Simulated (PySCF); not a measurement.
Ge(OSiH3)4, SMILES [O]([Ge]([O][SiH3])([O][SiH3])[O][SiH3])[SiH3] (H12GeO4Si4), singlet at its GFN2-xTB optimised geometry (Å):

```
21

Si     1.2170    -1.3410    -0.8382
O     -0.0154    -2.0023     0.0000
Ge    -1.7193    -2.0023     0.0000
O     -2.2426    -2.8153     1.3879
Si    -1.9050    -2.7226     2.9870
O     -2.3328    -2.7489    -1.3883
Si    -2.3602    -2.3876    -2.9847
O     -2.2399    -0.3799     0.0000
Si    -2.0011     0.9925     0.8472
H      2.2399    -1.2372     0.2014
H      0.8448    -0.0333    -1.3874
H      1.5643    -2.2734    -1.9129
H     -2.7577    -3.8058     3.4684
H     -0.4761    -2.9481     3.2166
H     -2.2891    -1.3994     3.4934
H     -0.9863    -2.3119    -3.4959
H     -3.0433    -1.1103    -3.2017
H     -3.1050    -3.5451    -3.4724
H     -3.0241     1.0408     1.8942
H     -0.6576     1.0292     1.4335
H     -2.1808     2.0023    -0.1949
```

Calculation: PySCF 2.14.0 with PBE0/def2-SVP. Cells within 0.4 Å of a nucleus heavier than hydrogen are left out (blank, or x).

Map of the electrostatic potential (hartree/e), clipped to [-0.08, 0.12] on the plane z = 0.0 Å:

```
|2222222222222222222222222222222|
|2222222222222222222222222222222|
|2222222222222222222222222222222|
|2222222222222222222222222222222|
|2222222222222222222222222222222|
|2222222333222222222222222222222|
|2222234675333222222222222222222|
|2222348999643322222222222222222|
|2222359999954332222222222222222|
|2223479999996433222222222222222|
|2234699999998543222222222222222|
|2234799999999643322222222222222|
|2234799999999643333322222222222|
|2223599999999643333333322222222|
|1112379999997544444443332222222|
|1110199999975444567765433222222|
|1100199xx9975445799998643222222|
|1100099xx9997556999999995322222|
|1110169999999867999999999432222|
|1112389999999999999999999632222|
|1223699999999999999999999532222|
|122479999xx999xxx99999996322222|
|12248999xxx999xxx99999964222222|
|112369999999999x999998643222222|
|1112499999999999954565432222222|
|1111259999999842101333332222222|
|1100124899998420001222222222222|
|1000012356765310001122222222222|
|1000000123333211111122222222222|
|1000000011222211111112222222222|
|1100000011111111111112222222222|
```
Scale: ten equal steps from -0.036 (start of '0') to 0.120 (end of '9'), in the order '0123456789'; x runs from -4.50 to 4.50, y from -4.50 (bottom) to 4.50 (top).
